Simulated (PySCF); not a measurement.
A structure optimised at PBE0-D3(BJ)/def2-SVP, used in a PySCF frequency run:

```xyz
10

Si    -0.0766     0.3322     0.0000
C      1.7105    -0.1455     0.0000
O     -0.7442    -0.3040    -1.3864
O     -0.7442    -0.3040     1.3864
H     -0.3055     1.8141     0.0000
H      1.8012    -1.2427     0.0000
H      2.2212     0.2414     0.8942
H      2.2212     0.2414    -0.8942
H     -1.6108     0.0156    -1.6494
H     -1.6108     0.0156     1.6494
```

Question: Write its SMILES, formula and point group.

Answer: C[SiH](O)O, CH6O2Si, Cs

Question: What are its rotational constants (standard atomic weights)?

Answer: 6.3296, 6.1062, 3.6066 GHz
